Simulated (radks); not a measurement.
Excited configurations of I XXXIX: one electron is placed in a higher orbital outside [Ne] 3s2 3p2. The ground configuration is [Ne] 3s2 3p3. Method: scalar-relativistic Kohn-Sham, PBEsol, spin-polarised, spherical densities, point nucleus; open shells are filled with parallel spins first (spin-orbit coupling, left out, can overturn this in heavy ions); computed with a radial shooting solver on a logarithmic mesh with Libxc functionals. Excitation = E - E(ground); binding = E(ion) - E, where the ion is the core of charge +39; n* = 39/sqrt(2 binding) in atomic units. These energies are relativistic, and a one-electron ion of charge +39 with no core already has n* below n in this formula (scalar-relativistic equation, point nucleus: 4s 3.966, 4p 3.981, 5p 4.979, 5d 4.990, 6s 5.964, 6p 5.978, 6d 5.989, 6f 5.993, 7s 6.963, 7p 6.977, 7d 6.988, 7f 6.993). The quantum defect is therefore taken as that value minus n*, so that it holds no relativistic shift of the bare ion.

| outer orbital | excitation (eV) | binding (eV) | n* | quantum defect | eigenvalue (eV) | <r> (bohr) |
|---|---|---|---|---|---|---|
| 4s | 1197.9 | 1517.7 | 3.693 | 0.274 | -1499.2 | 0.5270 |
| 4p | 1261.8 | 1453.8 | 3.773 | 0.208 | -1435.1 | 0.5252 |
| 5p | 1806.2 | 909.43 | 4.770 | 0.209 | -898.81 | 0.8534 |
| 5d | 1841.6 | 873.97 | 4.866 | 0.124 | -863.02 | 0.8368 |
| 6s | 2075.4 | 640.20 | 5.685 | 0.278 | -633.37 | 1.247 |
| 6p | 2093.4 | 622.21 | 5.767 | 0.211 | -615.44 | 1.258 |
| 6d | 2113.3 | 602.28 | 5.862 | 0.127 | -595.32 | 1.248 |
| 6f | 2126.2 | 589.40 | 5.925 | 0.068 | -581.78 | 1.199 |
| 7s | 2252.0 | 463.60 | 6.681 | 0.282 | -458.76 | 1.721 |
| 7p | 2263.1 | 452.46 | 6.763 | 0.214 | -447.66 | 1.738 |
| 7d | 2275.4 | 440.21 | 6.856 | 0.132 | -435.24 | 1.736 |
| 7f | 2283.2 | 432.39 | 6.918 | 0.075 | -427.19 | 1.691 |

The Delta-SCF ionisation energy is 2715.6 eV (NIST Atomic Spectra Database: 2680 eV, theoretical). Self-interaction in the functional shifts the binding energies and quantum defects, so they are the method's values and not measured ones. Open shells are spherical and high-spin; term and fine-structure splittings are not resolved. Spin-orbit splitting is averaged out at the scalar-relativistic level.
